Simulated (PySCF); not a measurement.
Compound: C3H6O2Si.
SMILES: `O=C/C=C/O[SiH3]`

A linear-response calculation (PySCF, def2-SVPD basis, gas phase, vertical, core orbitals frozen in the response) gave these numbers; the functional is withheld.

Orbital energies (eV): HOMO-3 -9.96, HOMO-2 -9.60, HOMO-1 -7.17, HOMO -7.05, LUMO -1.85, LUMO+1 -0.61, LUMO+2 0.18.

| state | E (eV) | f | main configurations (H = HOMO, L = LUMO) |
| --- | --- | --- | --- |
| S1 | 3.65 | 0.0002 | H→L (98%) |
| S2 | 5.17 | 0.401 | H-1→L (95%) |
| S3 | 5.69 | 0.0003 | H-1→L+1 (97%) |
| S4 | 5.88 | 0.041 | H→L+1 (96%) |
| S5 | 6.52 | 0.0005 | H-2→L (88%) |
| S6 | 6.67 | 0.014 | H-1→L+2 (90%), H→L+2 (8%) |

Triplets, Tamm–Dancoff:

```
state  E (eV)  λ (nm)  main configurations (H = HOMO, L = LUMO)
   T1    3.21   386.0                    H→L (83%), H-1→L (13%)
   T2    3.23   384.4                    H-1→L (84%), H→L (13%)
   T3    5.59   221.7                             H-1→L+1 (97%)
   T4    5.85   212.0                               H→L+1 (98%)
```

Vertical ionisation energy by ΔSCF with the same functional: 9.37 eV. Mean static polarisability: 76.2 au.

Question: Name the functional.
A. B3LYP
B. PBE
C. HF
D. wB97X-D

Answer: A. B3LYP is a global hybrid with 20% exact exchange. In this run −ε(HOMO) = 7.05 eV differs from the ΔSCF value by -2.32 eV, and S1 differs from the orbital gap of 5.20 eV by -1.55 eV. The ratio −ε(HOMO)/IP is 0.75. Usual ranges for neutral molecules in this basis: 0.67 to 0.83 with B3LYP, 0.5 to 0.7 with PBE, 0.89 to 0.99 with wB97X-D; Hartree–Fock can't fall below 1, since the ion's relaxation only lowers the ΔSCF value.

Theory: TDDFT B3LYP/def2-SVPD, vertical, gas phase, core orbitals frozen in the response in PySCF 2.14.0, density-fitted response routines. Geometry: PBE0-D3(BJ)/def2-SVP, one conformer, isolated molecule.

The values belong to the conformer `[O:1]=[CH:2]/[CH:3]=[CH:4]/[O:5][SiH3:6]`: O1–C2–C3–C4 0°, C3–C4–O5–Si6 170°.
